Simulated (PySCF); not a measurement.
Two species compared at the same levels of theory.

First species: C5H8BN.
InChI=1S/C5H8BN/c1-6-7-4-2-3-5-7/h2-6H,1H3

Second species: C4H7B.
InChI=1S/C4H7B/c1-3-2-4(3)5/h4H,1-2,5H2/t4-/m1/s1

Levels: PBE0/def2-SVPD for dipole moment, HOMO energy, LUMO energy, HOMO–LUMO gap, static isotropic polarisability and electronic spatial extent ⟨r²⟩ about the centre of nuclear charge; TDDFT PBE0/def2-SVPD for lowest singlet excitation; TDA PBE0/def2-SVPD for lowest triplet excitation (Tamm–Dancoff); ΔSCF PBE0/def2-SVPD for vertical ionisation energy; PBE0-D3(BJ)/def2-SVP for rotational constant A and rotational constant C. Geometries: PBE0-D3(BJ)/def2-SVP. Each species is one conformer at its optimised geometry, gas phase, non-relativistic unless stated; the electronic structure was computed with PySCF and density fitting.

The conformers computed, where there is a choice (atom-mapped SMILES and torsion angles):
- `[CH3:1][BH:2][n:3]1[cH:4][cH:5][cH:6][cH:7]1`: C1–B2–N3–C4 -178°

Values for the first species:

- Dipole moment: 0.62 D
- HOMO energy: -6.45 eV
- LUMO energy: -1.03 eV
- HOMO–LUMO gap: 5.42 eV
- Lowest singlet excitation: 4.44 eV
- Lowest triplet excitation (Tamm–Dancoff): 3.37 eV
- Static isotropic polarisability: 80.0 au
- Vertical ionisation energy: 8.40 eV
- Electronic spatial extent ⟨r²⟩ about the centre of nuclear charge: 792 bohr²
- Rotational constant A: 7.314 GHz
- Rotational constant C: 1.548 GHz

Q: Estimate the same properties for the second species, and the change in each.

A: 
```json
{"property": "dipole moment", "first": "0.62 D", "second": "1.15 D", "second less first": "+0.53 D"}
{"property": "HOMO energy", "first": "-6.45 eV", "second": "-7.68 eV", "second less first": "-1.23 eV"}
{"property": "LUMO energy", "first": "-1.03 eV", "second": "-1.21 eV", "second less first": "-0.18 eV"}
{"property": "HOMO–LUMO gap", "first": "5.42 eV", "second": "6.47 eV", "second less first": "+1.05 eV"}
{"property": "lowest singlet excitation", "first": "4.44 eV", "second": "5.30 eV", "second less first": "+0.86 eV"}
{"property": "lowest triplet excitation (Tamm–Dancoff)", "first": "3.37 eV", "second": "4.15 eV", "second less first": "+0.78 eV"}
{"property": "static isotropic polarisability", "first": "80.0 au", "second": "63.6 au", "second less first": "-16.4 au"}
{"property": "vertical ionisation energy", "first": "8.40 eV", "second": "9.76 eV", "second less first": "+1.36 eV"}
{"property": "electronic spatial extent ⟨r²⟩ about the centre of nuclear charge", "first": "792 bohr²", "second": "411 bohr²", "second less first": "-381 bohr²"}
{"property": "rotational constant A", "first": "7.314 GHz", "second": "8.396 GHz", "second less first": "+1.082 GHz"}
{"property": "rotational constant C", "first": "1.548 GHz", "second": "3.534 GHz", "second less first": "+1.986 GHz"}
```

On the first: The vertical singlet–triplet gap S1 − T1 is 1.07 eV (TDDFT singlet less Tamm–Dancoff triplet; S1: HOMO→LUMO, weight 0.98; T1: HOMO→LUMO, weight 0.88). The principal polarisabilities are 52.9, 81.0 and 106.0 au; their mean is the isotropic value.

On the second: The 10 singlets span 5.30 to 8.10 eV, and their oscillator strengths add up to 0.62. In atomic units the dipole is 0.45 e·bohr (1 au = 2.5417 D).
